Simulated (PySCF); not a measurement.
# Vibration and rotation of PSe

TPSS constants of PSe, ²Π (doublet), unpaired electrons π ↑ (basis P def2-TZVPP, Se def2-TZVPP; no relativity; PySCF 2.14; masses 30.9738 and 79.9165 u):

| Quantity | Value |
| --- | --- |
| ωe | 562.9 cm⁻¹ |
| ωexe | 1.68 cm⁻¹ |
| Be | 0.1799 cm⁻¹ |
| αe | 0.000738 cm⁻¹ |
| D (centrifugal) | 7.35e-08 cm⁻¹ |
| De to P + Se | 4.08 eV |

Problem. Give the vibrational terms G(v) and spacings up to v = 6.

Solution. G(v) = ωe(v+½) − ωexe(v+½)².

| v | G(v) (cm⁻¹) | G(v) − G(v−1) | Bv (cm⁻¹) |
| --- | --- | --- | --- |
| 0 | 281.0 |  | 0.1795 |
| 1 | 840.6 | 559.5 | 0.1788 |
| 2 | 1396.8 | 556.2 | 0.1781 |
| 3 | 1949.6 | 552.8 | 0.1773 |
| 4 | 2499.0 | 549.5 | 0.1766 |
| 5 | 3045.1 | 546.1 | 0.1758 |
| 6 | 3587.9 | 542.7 | 0.1751 |

Problem. How well does the Morse estimate ωe²/(4ωexe) reproduce De, and what is D0?

Solution. It gives 5.85 eV, 143 % of the computed De. D0 = De − G(0) = 4.08 − 0.03 = 4.05 eV.

Spin–orbit coupling is left out. The state is the lowest determinant that a PBE0 search found; another state may lie lower at other levels.
